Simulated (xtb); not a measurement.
xtb input (GFN2-xTB):

```bash
xtb mol.xyz --gfn 2 --ohess tight --chrg 0 --uhf 0
```
mol.xyz:
```
16

C     -1.56386082    -1.31219279    -0.60868080
Si    -0.74955725     0.22035726     0.10146360
C     -1.58690886     0.75214217     1.64609837
O     -0.83234186     1.29257339    -1.14282241
O      0.84245096    -0.09241532     0.43622196
Si     2.28694968    -0.48311898    -0.23781157
H     -2.56147926    -1.19769148    -0.87995522
H     -1.00434192    -1.67994820    -1.50465359
H     -1.48408785    -2.18402842     0.09023399
H     -2.61425204     0.95954717     1.47381175
H     -1.47545549     0.01278464     2.39876854
H     -1.10667444     1.72911491     1.98033437
H     -0.54243798     2.22651815    -0.91276872
H      2.11943907    -1.58840324    -1.25414433
H      2.88112043     0.66997104    -0.86211852
H      3.17553391    -0.97617672     0.83720746
```

End of the output:

```
         :::::::::::::::::::::::::::::::::::::::::::::::::::::
         ::                  THERMODYNAMIC                  ::
         :::::::::::::::::::::::::::::::::::::::::::::::::::::
         :: total free energy         -21.039964848639 Eh   ::
         ::.................................................::
         :: total energy              -21.118845317041 Eh   ::
         :: zero point energy           0.115285897121 Eh   ::
         :: G(RRHO) w/o ZPVE           -0.036405428719 Eh   ::
         :: G(RRHO) contrib.            0.078880468402 Eh   ::
         :::::::::::::::::::::::::::::::::::::::::::::::::::::
imag cut-off (cm-1) :    5.00
 found            1  significant imaginary frequency
 writing imag mode distorted coords to xtbhess.xyz
 for further optimization.

optimized geometry written to: xtbopt.xyz

           -------------------------------------------------
          | TOTAL ENERGY              -21.118845317041 Eh   |
          | TOTAL ENTHALPY            -20.991822975256 Eh   |
          | TOTAL FREE ENERGY         -21.039964848639 Eh   |
          | GRADIENT NORM               0.000260708868 Eh/α |
          | HOMO-LUMO GAP               5.729323602536 eV   |
           -------------------------------------------------

------------------------------------------------------------------------
------------------------------------------------------------------------
 total:
 SCF:
 ANC optimizer:
 analytical hessian:
```
